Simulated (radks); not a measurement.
Task: All-electron atom: Tb V in [Xe] 4f6 6p1 (not the ground configuration). All-electron calculation, Dirac Kohn-Sham, PBE, spin-unpolarised, spherical densities, point nucleus; open shells fill j = l - 1/2 first. Program: a radial shooting solver on a logarithmic mesh with Libxc functionals. Some entries of the table are withheld. Estimate them.

| orbital | occ. | eigenvalue (hartree) | r(max) (bohr) |
|---|---|---|---|
| 1s1/2 | 2 | -1906.241 | 0.01364 |
| 2s1/2 | 2 | -317.9141 | 0.07766 |
| 2p1/2 | 2 | -302.1942 | (1) |
| 2p3/2 | 4 | -274.7638 | (2) |
| 3s1/2 | 2 | -72.55041 | 0.2200 |
| 3p1/2 | 2 | -65.72332 | 0.2073 |
| 3p3/2 | 4 | -60.06302 | 0.2198 |
| 3d3/2 | 4 | -48.31189 | (3) |
| 3d5/2 | 6 | -47.07810 | (4) |
| 4s1/2 | 2 | -16.37810 | 0.5042 |
| 4p1/2 | 2 | -13.69681 | (5) |
| 4p3/2 | 4 | -12.41687 | (6) |
| 4d3/2 | 4 | (7) | 0.5392 |
| 4d5/2 | 6 | (8) | 0.5475 |
| 5s1/2 | 2 | -3.72701 | 1.141 |
| 5p1/2 | 2 | -2.92497 | 1.224 |
| 5p3/2 | 4 | -2.71303 | 1.289 |
| 4f5/2 | 6 | -2.47172 | (9) |
| 4f7/2 | 0 | -2.43587 | (10) |
| 6p1/2 | 1 | -1.08051 | 2.882 |
| 6p3/2 | 0 | -1.03576 | 3.009 |

Result: 
(1) 2p1/2 r(max) (bohr): 0.05859
(2) 2p3/2 r(max) (bohr): 0.06452
(3) 3d3/2 r(max) (bohr): 0.1744
(4) 3d5/2 r(max) (bohr): 0.1779
(5) 4p1/2 r(max) (bohr): 0.5078
(6) 4p3/2 r(max) (bohr): 0.5339
(7) 4d3/2 eigenvalue (hartree): -7.99480
(8) 4d5/2 eigenvalue (hartree): -7.76012
(9) 4f5/2 r(max) (bohr): 0.5344
(10) 4f7/2 r(max) (bohr): 0.5386
